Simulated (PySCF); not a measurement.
# 4-fluorostyrene (C(=C)C1=CC=C(F)C=C1, C8H7F)

Geometry:
```
atom   x (Å)   y (Å)   z (Å)
  C1   2.697  -1.438   0.635
  C2   2.224  -0.396  -0.059
  C3   0.854   0.132  -0.054
  C4   0.545   1.239  -0.859
  C5  -0.736   1.780  -0.896
  C6  -1.727   1.204  -0.114
  F7  -2.959   1.709  -0.140
  C8  -1.461   0.106   0.699
  C9  -0.177  -0.421   0.724
 H10   3.742  -1.740   0.548
 H11   2.071  -2.028   1.310
 H12   2.916   0.143  -0.716
 H13   1.332   1.687  -1.472
 H14  -0.978   2.641  -1.521
 H15  -2.266  -0.320   1.301
 H16   0.026  -1.283   1.363
```

Method: quadratic response CAM-B3LYP/aug-cc-pVDZ first hyperpolarisability, Taylor convention, gas phase in PySCF. Geometry: PBE0-D3(BJ)/def2-SVP.

(1) Give the tensor of the second harmonic β(−2ω;ω,ω) at 1064 nm in the axes of these coordinates.

Results:

(1) In au, Taylor convention; rows are the first index (the induced dipole):
```tsv
	xx	yy	zz	xy	xz	yz
x	-378.2	-141.7	-54.8	+195.9	-87.2	+2.1
y	+190.2	+96.2	+10.5	-134.2	+5.7	+29.0
z	-80.1	+27.3	-8.0	+2.2	-49.9	+6.5
```
Norm of βᵢ = ⅓ Σⱼ (βᵢⱼⱼ + βⱼᵢⱼ + βⱼⱼᵢ): 643.2 au, hyper-Rayleigh value 255.9 au.
